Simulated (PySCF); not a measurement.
**ReS₂⁺: bend–stretch map**

Level of theory: UPBE0 in PySCF with Re def2-SVP with ECP60, S def2-SVP; scalar-relativistic core potentials, no spin–orbit coupling; density-fitted integrals.

Rigid scan from the triplet minimum (Re–S 2.068 Å (×2); S–Re–S 110.3°). Coordinate: rows scale both bonds, columns set the S–Re–S angle. Energies in kJ/mol from the minimum.

Question: Give the energy map for rows 0.94, 0.97, 1.00, 1.03, 1.06, 1.10 and columns 90, 105, 120, 135, 150, 165, 180.

Answer: 
| scale \ angle | 90 | 105 | 120 | 135 | 150 | 165 | 180 |
| --- | --- | --- | --- | --- | --- | --- | --- |
| 0.94 | 140.9 | 68.1 | 83.3 | 154.3 | 256.2 | 351.1 | 392.9 |
| 0.97 | 85.3 | 18.1 | 28.8 | 87.9 | 171.1 | 244.9 | 275.6 |
| 1.00 | 65.7 | 3.8 | 10.6 | 58.7 | 123.8 | 178.9 | 201.1 |
| 1.03 | 73.1 | 16.2 | 19.3 | 56.4 | 104.4 | 143.9 | 159.4 |
| 1.06 | 99.6 | 47.6 | 46.9 | 72.5 | 105.2 | 131.9 | 142.3 |
| 1.10 | 152.8 | 107.2 | 100.5 | 111.3 | 127.3 | 141.2 | 146.8 |

Question: And the size of the dipole moment (D, about the centre of mass) on the same grid?

Answer: 
```json
{"scale \\ angle": "0.94", "90": "1.05", "105": "1.24", "120": "1.52", "135": "1.76", "150": "1.75", "165": "1.13", "180": "0.00"}
{"scale \\ angle": "0.97", "90": "1.18", "105": "1.34", "120": "1.56", "135": "1.73", "150": "1.59", "165": "0.94", "180": "0.00"}
{"scale \\ angle": "1.00", "90": "1.29", "105": "1.42", "120": "1.59", "135": "1.67", "150": "1.40", "165": "0.78", "180": "0.00"}
{"scale \\ angle": "1.03", "90": "1.39", "105": "1.49", "120": "1.60", "135": "1.56", "150": "1.21", "165": "0.65", "180": "0.00"}
{"scale \\ angle": "1.06", "90": "1.48", "105": "1.55", "120": "1.57", "135": "1.41", "150": "1.04", "165": "0.55", "180": "0.00"}
{"scale \\ angle": "1.10", "90": "1.58", "105": "1.57", "120": "1.47", "135": "1.22", "150": "0.86", "165": "0.45", "180": "0.00"}
```

The bond scale of lowest energy on the grid is 1.00 at 90°, 1.00 at 105°, 1.00 at 120°, 1.03 at 135°, 1.03 at 150°, 1.06 at 165°, 1.06 at 180°.

With open d or f shells other occupations or spin states may lie lower. No spin–orbit coupling is included, which matters more the heavier the element.
